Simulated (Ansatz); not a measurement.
One change: `C[O][GaH][CH3]` becomes `C[O][Ga]([CH3])[NH2]`.

Ansatz, PBE0-D4/def2-TZVP geometries, multiplicity 1. Each molecule was computed in one conformer, which needn't be the lowest.

Scalar relativity is left out up to krypton.

| property | `C[O][GaH][CH3]` |
| --- | --- |
| HOMO–LUMO gap (PBE/def2-TZVPP) / eV | 4.65 |
| LUMO energy (PBE/def2-TZVPP) / eV | -1.54 |
| HOMO energy (ωB97M-V/def2-TZVPP) / eV | -10.02 |
| HOMO energy (B3LYP/def2-TZVPP) / eV | -7.42 |
| HOMO–LUMO gap (ωB97M-V/def2-TZVPP) / eV | 10.92 |
| size of the dipole moment (ωB97M-V/def2-TZVPP) / D | 1.82 |

Q: Give the same properties after the change, and the shifts. (Estimate.)

A: The calculation gave: 
| property | `C[O][Ga]([CH3])[NH2]` | shift |
| --- | --- | --- |
| HOMO–LUMO gap (PBE/def2-TZVPP) / eV | 5.02 | 0.37 |
| LUMO energy (PBE/def2-TZVPP) / eV | -0.64 | 0.90 |
| HOMO energy (ωB97M-V/def2-TZVPP) / eV | -9.53 | 0.49 |
| HOMO energy (B3LYP/def2-TZVPP) / eV | -6.88 | 0.54 |
| HOMO–LUMO gap (ωB97M-V/def2-TZVPP) / eV | 11.26 | 0.34 |
| size of the dipole moment (ωB97M-V/def2-TZVPP) / D | 1.80 | -0.02 |

With PBE0 the HOMO rises by 0.52 eV and the LUMO rises by 0.97 eV, so the gap widens by about 0.45 eV. PBE moves the HOMO by 0.53 eV and ωB97M-V by 0.49 eV. Dipoles are sizes alone; their direction can turn.

B3LYP here is the variant with VWN-RPA as its local correlation; programs differ in this.
